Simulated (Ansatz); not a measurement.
These are frozen-core CCSD(T)/cc-pVTZ // B3LYP-D3(BJ)/def2-TZVP (Ansatz, a program for electronic structure) values and carry that method's errors.

Ansatz 0.2 input:
```yaml
crystal:
  periodic: [false, false, false]
  atoms:
    - { symbol: N, position_ang: [1.905156, -0.030482, 0.02571] }
    - { symbol: C, position_ang: [0.757181, 0.021289, 0.139706] }
    - { symbol: N, position_ang: [-0.566231, 0.118007, 0.319547] }
    - { symbol: H, position_ang: [-1.027352, -0.725663, 0.626835] }
    - { symbol: H, position_ang: [-1.06875, 0.616848, -0.399804] }
basis:
  gaussian: { orbitals: cc-pVTZ }
correlation:
  method: ccsd_t
```

Output:

```
Functional definition: HF
688 factors; integrals over basis functions are off by at most 1.2e-3 eV
mean field evaluation 1: about -4023.3811 eV, gradient 3.5e1 eV
mean field evaluation 2: about -4023.3851 eV, gradient 3.5e1 eV
mean field evaluation 4: about -4026.3204 eV, gradient 4.5e0 eV
mean field evaluation 8: about -4026.3964 eV, gradient 4.8e-1 eV
mean field evaluation 16: about -4026.3156 eV, gradient 4.5e0 eV
mean field -4026.39795083 eV, -147.9673955025 hartree, gradient 3.4e-6 eV, S^2 0.000000; 0 other end points of the search recorded, 0 dependent functions left out
3 core orbitals not correlated
reference -4026.39795083 eV, -147.9673955025 hartree; 8, 8 occupied and 107, 107 virtual orbitals, 688 factors
second order -14.95480989 eV of doubles, -0.00000000 eV of singles
cycle   1  -14.62966563 eV  change    3.3e-1 eV  update   9.2e-2
cycle   2  -15.05146136 eV  change   -4.2e-1 eV  update   2.8e-2
cycle   3  -15.14308967 eV  change   -9.2e-2 eV  update   1.3e-2
cycle   4  -15.13734706 eV  change    5.7e-3 eV  update   3.1e-3
cycle   5  -15.13923110 eV  change   -1.9e-3 eV  update   1.3e-3
cycle   6  -15.13968095 eV  change   -4.5e-4 eV  update   3.1e-4
cycle   7  -15.13959799 eV  change    8.3e-5 eV  update   1.1e-4
cycle   8  -15.13960600 eV  change   -8.0e-6 eV  update   3.9e-5
cycle   9  -15.13960358 eV  change    2.4e-6 eV  update   1.7e-5
perturbative correction -0.71907969 eV, -0.0264256911 hartree
Total energy: -4042.25663410 eV, -148.5501913632 hartree
```

Cost: roughly 6 core-seconds.
